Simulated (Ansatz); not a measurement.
Program: Ansatz. Geometries: PBE0-D4/def2-TZVP. ΔE: electronic, gas phase. CCSD(T)/CBS adds triple-zeta CCSD(T) − MP2 to the extrapolated MP2 energy (def2 sets, frozen cores). This one scheme is used for every species. Functionals use def2-TZVPP. One conformer a species, not always the lowest.

Consider the ligand exchange at the Si–N bond: `CN([SiH3])[SiH2]Cl` + `N=CO` → `O/C=N/[SiH3]` + `CN[SiH2]Cl`.

| species | revPBE-D4 energy (Eh) |
| --- | --- |
| `CN([SiH3])[SiH2]Cl` | -1136.80400 |
| `N=CO` | -169.91190 |
| `O/C=N/[SiH3]` | -460.57681 |
| `CN[SiH2]Cl` | -846.13792 |

Task: Work out ΔE.

Result: ΔE = (-460.57681) + (-846.13792) − (-1136.80400) − (-169.91190) = 0.00117 Eh = +0.7 kcal/mol. CCSD(T)/CBS gives +1.3 kcal/mol.

Largest T1 diagnostic among the species: 0.014.

In def2-TZVPP, CCSD(T) changes the Hartree–Fock value by +3.1 kcal/mol (the triples alone add +0.3 kcal/mol) and MP2 by +2.9 kcal/mol. The D4 term adds +2.1 kcal/mol with B3LYP and +1.2 kcal/mol with PBE0; it sums over pairs of atoms, weighted by their polarisabilities, and B3LYP, whose exchange is more repulsive, gets the larger term. From BLYP to BHLYP (50 % exact exchange), in def2-TZVPP and without D4, ΔE moves by +0.9 kcal/mol.

B3LYP here is the variant with VWN-RPA as its local correlation; programs differ in this.
